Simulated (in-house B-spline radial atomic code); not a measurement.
Whole-atom quantities along the 25-electron series, configuration 1s2 2s2 2p6 3s2 3p6 3d3/2(4) 3d5/2(3). Breit and QED terms are first order and not part of the total energy; the density at the nucleus is averaged over the nuclear charge. Computed with a B-spline radial code for spherical atoms: Dirac-Hartree-Fock, jj configuration that fills j = l - 1/2 first, finite nuclei.

```csv
ion,Z,E/Z² (Eh),Σ<r²> (bohr²),n(0)/Z³ (bohr⁻³),Lamb diamagnetic shielding (ppm),repulsion over attraction,Breit energy (eV),self-energy (eV),vacuum polarisation (eV)
Eu38+,63,-2.4822,0.9581,2.1664,6299.76,0.077186,249.36,207.46,-32.026
Gd39+,64,-2.4928,0.91945,2.2378,6429.52,0.075963,262.78,219.77,-34.414
Tb40+,65,-2.5032,0.883,2.3294,6560.61,0.07477,276.71,232.66,-36.965
Dy41+,66,-2.5137,0.84858,2.3937,6692.89,0.073607,291.15,246.14,-39.657
Ho42+,67,-2.524,0.81605,2.4842,6826.61,0.072471,306.13,260.23,-42.535
Er43+,68,-2.5343,0.78527,2.5697,6961.71,0.071362,321.64,274.97,-45.586
Tm44+,69,?,?,?,?,?,?,?,?
Yb45+,70,-2.5548,0.72846,2.7591,7236.37,0.06922,354.36,306.46,-52.279
Lu46+,71,-2.565,0.70223,2.8559,7376,0.068186,371.58,323.28,-55.936
Hf47+,72,-2.5751,0.6773,2.9718,7517.34,0.067173,389.4,340.85,-59.835
Ta48+,73,?,?,?,?,?,?,?,?
W49+,74,?,?,?,?,?,?,?,?
Re50+,75,-2.6056,0.60957,3.3408,7951.73,0.064263,446.61,398.39,-73.03
Os51+,76,-2.6157,0.5891,3.469,8100.19,0.063333,466.97,419.29,-77.975
Ir52+,77,-2.6259,0.56957,3.6167,8250.7,0.062421,488.02,441.11,-83.243
```

Question: Fill in the row of Tm44+.

Answer: E/Z² (Eh): -2.5446; Σ<r²> (bohr²): 0.75611; n(0)/Z³ (bohr⁻³): 2.6706; Lamb diamagnetic shielding (ppm): 7098.32; repulsion over attraction: 0.070279; Breit energy (eV): 337.72; self-energy (eV): 290.37; vacuum polarisation (eV): -48.838.

Question: Fill in the row of Ta48+.

Answer: E/Z² (Eh): -2.5853; Σ<r²> (bohr²): 0.6536; n(0)/Z³ (bohr⁻³): 3.0892; Lamb diamagnetic shielding (ppm): 7660.35; repulsion over attraction: 0.066182; Breit energy (eV): 407.84; self-energy (eV): 359.2; vacuum polarisation (eV): -63.972.

Question: Fill in the row of W49+.

Answer: E/Z² (Eh): -2.5954; Σ<r²> (bohr²): 0.63105; n(0)/Z³ (bohr⁻³): 3.2106; Lamb diamagnetic shielding (ppm): 7805.12; repulsion over attraction: 0.065213; Breit energy (eV): 426.9; self-energy (eV): 378.37; vacuum polarisation (eV): -68.363.

Question: With what power of Z does the column «Σ<r²> (bohr²)» change over this range?

Answer: A fit of the logarithm of its size against log Z from Z = 63 to 77 has slope -2.59. Unscreened non-relativistic hydrogenic orbitals would give -2.
